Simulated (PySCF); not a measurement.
## How methods differ on the ionisation energy of Mo

Mo [Kr] 4d5 5s1 (7S) → Mo+ [Kr] 4d5 (6S), as a difference of total energies. Computed with PySCF 2.14 in cc-pVDZ-PP with ECP28MDF (4s4p3d1f, 38 functions), with scalar relativity through the core potential. Correlated levels: valence: 4s2 4p6 frozen. The calculations carry no spin-orbit coupling.

| method | ionisation energy (eV) |
| --- | --- |
| UHF | 6.257 |
| M06-2X | 6.974 |
| BP86 | 7.653 |
| MP2 (valence) | 6.691 |
| SCS-MP2 (valence) | 6.401 |

Task: How much does correlation contribute at MP2 (valence)?

Result: 6.691 − (6.257) = 0.434 eV, measured against UHF.

Errors of the correlated levels include the incompleteness of this basis and the frozen core.

For comparison: 7.092 eV (measured; NIST Atomic Spectra Database, ionization energies).
